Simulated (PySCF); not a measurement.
HgI2, SMILES [I][Hg][I]. The structure is a stationary point at PBE-D3(BJ)/def2-SVP. The isomer is the one that the SMILES or the coordinates give; other isomers of the formula were not compared. The def2 effective core potentials stand for the cores of Hg, I; spin–orbit coupling is left out.

Problem. Give the equilibrium geometry at PBE-D3(BJ)/def2-SVP (PySCF confirms it by a frequency run) as a Z-matrix, and its point group. (Estimate from the structure and the level; the computed values follow.)

Solution. point group D∞h.
```
Hg
I 1 2.6330
I 1 2.6330 2 180.00
```
